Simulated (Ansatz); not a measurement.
C2H10AlBSi can be A, `B[CH2][Al]([CH3])[SiH3]`, or B, `C[BH][AlH][SiH2]C`.

Isolated molecules relaxed with PBE0-D4/def2-TZVP in Ansatz; ΔE leaves out vibrations. CCSD(T)/CBS adds triple-zeta CCSD(T) − MP2 to the extrapolated MP2 energy (def2 sets, frozen cores). DFT in def2-TZVPP. B3LYP here is the variant with VWN-RPA as its local correlation; programs differ in this. Each species was taken in one conformer, which may not be the lowest.

Q: Which isomer does CCSD(T)/CBS put lower? Give the gap. (Estimate.)

A: Computed: A, by 19.4 kcal/mol.

Q: Give E(B) − E(A) in kcal/mol with MP2/def2-TZVPP, HF/def2-TZVPP, r2SCAN-D4, B3LYP, PBE0-D4, PBE-D4, B2PLYP. (Best estimate.)

A: Computed: MP2/def2-TZVPP 21.6, HF/def2-TZVPP 15.9, r2SCAN-D4 19.6, B3LYP 18.3, PBE0-D4 17.9, PBE-D4 17.9, B2PLYP 19.4. None reverses the order clearly.

Largest T1 diagnostic: 0.012.

In def2-TZVPP, CCSD(T) changes the Hartree–Fock value by +3.4 kcal/mol (the triples alone add +0.8 kcal/mol) and MP2 by +5.6 kcal/mol.
